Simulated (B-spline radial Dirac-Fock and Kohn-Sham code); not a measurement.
# What relativity does to the binding energies of Cu¹³⁺

System: Cu¹³⁺ in the configuration [Ne] 3s2 3p4.

Both columns are ΔSCF binding energies of the configuration average from a radial finite-basis atomic code: non-relativistic Hartree-Fock with a point nucleus, and Dirac-Fock with a finite nucleus and the Coulomb interaction alone, averaged over the two j levels with weights 2j+1.

```
shell  Hartree-Fock (eV)  Dirac-Fock (eV)  shift (eV)  shift (%)
   1s             9344.0           9447.9     +103.92      +1.11
   2s             1525.2           1548.2      +22.97      +1.51
   3s              482.4            487.6       +5.14      +1.06
   3p              437.1            438.5       +1.42      +0.32
```

Relativity binds 1s, 2s, 3s, 3p more strongly, among those listed most of all 2s in relative terms.

Values without a named source are computed, but for edge energies of neutral atoms, which are taken from tables.
